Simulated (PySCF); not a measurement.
**Name the molecule from its bond curve**

A diatomic of charge +1 contains Li. Its singlet curve at RHF-SCS-MP2 in a double-zeta basis (no relativity, PySCF), in eV from the separated fragments:

R (Å), E (eV) and a bar:
```
    2.236     -0.336 ##############################
    2.340     -0.432 ###############
    2.444     -0.490 ######
    2.522     -0.515 ##
    2.600     -0.527 
    2.678     -0.530 
    2.782     -0.523 #
    2.912     -0.501 #####
    3.068     -0.464 ##########
    3.276     -0.407 ###################
```

The fit gives ωe = 295 cm⁻¹ and the rotational constant Bₑ = 0.6018 cm⁻¹.

Question: Which atom is the partner?

Answer: The minimum lies at 2.665 Å, so the reduced mass is 16.8576 u Å² cm⁻¹/(Bₑ·Re²) = 3.944 u. With Li at 7.02 u the partner weighs about 9.0 u: Be. The molecule is LiBe⁺.

Correlated steps freeze no core orbitals.
